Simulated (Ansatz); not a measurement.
The cluster Os4⁺, relaxed as a doublet with UKS PBE-D4/def2-SVP in Ansatz, starting from the GFN2-xTB geometry. Force threshold 0.02 eV/Å.

In the def2 sets Os takes a core potential; there is no spin–orbit coupling. The charge 1 doublet is spin-contaminated (final ⟨S²⟩ up to 1.72, 0.75 for a pure state). The relaxation made no stability test and no search for a lower SCF solution. No other spin state of charge 1 was run. Another isomer (sextet) lies 0.90 eV lower at PBE0-D4/def2-TZVP; other spin states weren't run for this one.

Start:

Cartesian coordinates in Å:
```
Os -0.9305 0.5690 0.7416
Os 0.7363 -0.5912 -0.7308
Os -0.9889 2.1380 -0.8160
Os 1.1831 -2.1158 0.8052
```

```json
{"step": "1", "energy (eV)": "-9865.3508", "largest force component (eV/Å)": "2.458", "SCF passes": "157"}
{"step": "2", "energy (eV)": "-9865.4477", "largest force component (eV/Å)": "3.424", "SCF passes": "71"}
{"step": "3", "energy (eV)": "-9865.7075", "largest force component (eV/Å)": "0.224", "SCF passes": "65"}
{"step": "4", "energy (eV)": "-9865.8467", "largest force component (eV/Å)": "1.028", "SCF passes": "66"}
{"step": "5", "energy (eV)": "-9866.0100", "largest force component (eV/Å)": "0.923", "SCF passes": "63"}
{"step": "6", "energy (eV)": "-9866.3026", "largest force component (eV/Å)": "1.024", "SCF passes": "70"}
{"step": "7", "energy (eV)": "-9866.7337", "largest force component (eV/Å)": "0.667", "SCF passes": "70"}
{"step": "8", "energy (eV)": "-9866.9671", "largest force component (eV/Å)": "1.797", "SCF passes": "81"}
{"step": "9", "energy (eV)": "-9867.1593", "largest force component (eV/Å)": "1.183", "SCF passes": "155"}
{"step": "10 (rejected)", "energy (eV)": "-9866.8268", "largest force component (eV/Å)": "1.863", "SCF passes": "104"}
{"step": "11 (rejected)", "energy (eV)": "-9867.1579", "largest force component (eV/Å)": "0.956", "SCF passes": "62"}
{"step": "12", "energy (eV)": "-9867.2174", "largest force component (eV/Å)": "0.612", "SCF passes": "59"}
{"step": "13 (rejected)", "energy (eV)": "-9867.1679", "largest force component (eV/Å)": "0.576", "SCF passes": "57"}
{"step": "14", "energy (eV)": "-9867.2387", "largest force component (eV/Å)": "0.170", "SCF passes": "60"}
{"step": "15", "energy (eV)": "-9867.2396", "largest force component (eV/Å)": "0.028", "SCF passes": "48"}
{"step": "16", "energy (eV)": "-9867.2397", "largest force component (eV/Å)": "0.012", "SCF passes": "46"}
```

Force components are those of the run's own axes.

End:

```xyz
4

Os   -1.127   -0.023    0.905
Os    0.275   -0.561   -1.306
Os   -0.125    1.546   -0.454
Os    0.977   -0.961    0.856
```

Bonds formed: Os3–Os4 (atoms count from 1). Metal–metal contacts that move far: Os1–Os4 3.42 to 2.30 Å.

No frequencies were taken in this run, so the end may be a saddle point.

Hardware: 4 threads of Arm Neoverse V1 on a shared host. Wall time 81 s.
